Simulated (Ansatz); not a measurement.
Cost and result up the ladder for `C[SiH2]N(C)[SiH2]N(C)[SiH2]N(C)C` (32 atoms). The state is a singlet with charge 0. Geometry: PBE-D4/def2-SVP.

Ansatz on 4 threads of Arm Neoverse V1 on a shared host. Times are rough, and most runs start from the orbitals of an earlier one. r2SCAN0-D4/def2-TZVP serves as the yardstick here, not as an exact answer. Differences are given only for rows in sets of like size (and for xTB, whose basis is part of the method), since another set adds its own error. Binding counts from free atoms at the same level (C triplet, Si triplet, N quartet, H doublet; other spins of the atoms weren't run), without zero-point energy or a counterpoise term.

Correlated methods freeze 23 core orbitals. The rows differ in basis, and correlated rows in double-zeta sets carry the largest basis error.

Correlated methods converge slowly with the basis, most of all in double-zeta sets.

| level | functions | wall time | binding energy per atom (eV) | difference from r2SCAN0-D4/def2-TZVP (eV) |
| --- | --- | --- | --- | --- |
| HF/STO-3G | 88 | 0.95 s | 3.45 | – |
| PBE-D4/def2-SVP | 271 | 7 s | 3.86 | – |
| PBE0-D4/def2-SVP | 271 | 14 s | 3.81 | – |
| MP2/def2-SVP | 271 | 14 s | 3.60 | – |
| revPBE-D4/def2-TZVP | 485 | 15 s | 3.77 | 0.02 |
| PBE-D4/def2-TZVP (with forces) | 485 | 18 s | 3.85 | 0.09 |
| r2SCAN-D4/def2-TZVP | 485 | 29 s | 3.79 | 0.04 |
| PBE0-D4/def2-TZVP | 485 | 35 s | 3.80 | 0.05 |
| r2SCAN0-D4/def2-TZVP (with forces) | 485 | 68 s | 3.75 | 0.00 |
